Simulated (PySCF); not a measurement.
## Structure elucidation problem

Molecular formula: C5H4F4O2. Simulated spectra:

¹H NMR (400 MHz, computed): δ 7.27 (dd, J = 83.6, 10.5 Hz, 1H), 6.75 (dd, J = 10.5, 5.7 Hz, 1H), 6.11 (t, J = 82.9 Hz, 1H), 5.77 (d, J = 11.4 Hz, 1H).

¹³C{¹H} NMR (computed): δ 151.8 (C, dt, J = 354.5, 5.6 Hz), 149.3 (CH, d, J = 319.2 Hz), 142.9 (CH, d, J = 46.2 Hz), 124.1 (CH, d, J = 22.8 Hz), 118.1 (CH, td, J = 329.5, 4.5 Hz).

Computed data (PySCF 2.14): J couplings at B3LYP/pcJ-1 (spin–dipole term only in couplings to heteroatoms), PBE0-D3(BJ)/def2-SVP geometry, shielding tensors at PBE0/pcSseg-1 (GIAO). No solvent model, averaged over atoms made equivalent by symmetry, fast rotation or ring inversion, non-relativistic Hamiltonian, one computed conformer.

Referencing at the same level of theory: TMS for ¹H, ¹³C.

Propose a structure and justify it.

Answers


- The formula gives 2 degrees of unsaturation (no ring in the answer).
- 5 carbon signals for 5 carbons: no two carbons are equivalent.
- Carbon types of the structure: 1 × C, 4 × CH, which accounts for all hydrogens.
- δC 151.8, 142.9, 124.1: alkene carbon bearing oxygen.
- δC 149.3: β carbon of an enol-ether or enamine type C=C.
- δC 118.1: sp3 CH bonded to 2 F and O; 3 electronegative neighbours deshield it.
- δH 7.27: hydrogen on a β carbon of an enol-ether or enamine type C=C; olefinic region.
- δH 6.75, 5.77: hydrogen on an alkene carbon bearing oxygen; attached to an sp2 carbon and in the plane of the double bond.
- δH 6.11: hydrogen on an sp3 CH bonded to 2 F and O; its carbon carries F and O, which withdraws density.
- The protons at 7.27 and 6.75 share a coupling of 10.5 Hz (vicinal, trans across C=C).

The compound is `F/C=C/O/C=C(\F)OC(F)F`.

The shifts were computed for this structure.

C–F couplings over four or more bonds (about 3 Hz to the para carbon of a fluoroarene) are left out. Common functionals overestimate the size of one-bond C–F couplings by tens of Hz; these are unscaled. Splittings below 1 Hz are ignored in the labels, and close J values are merged. Unscaled 3J(H,H) at this level run about 10 % above measured values. Shifts are as computed. Against solution values, carbons near 30 ppm lie about +2 ppm off and those near 130 ppm about +5 ppm. Of 1313 compounds with measured shifts, 239 miss one by over three times the rms of a fit or turn the order of signals round; such compounds aren't used in these exercises.
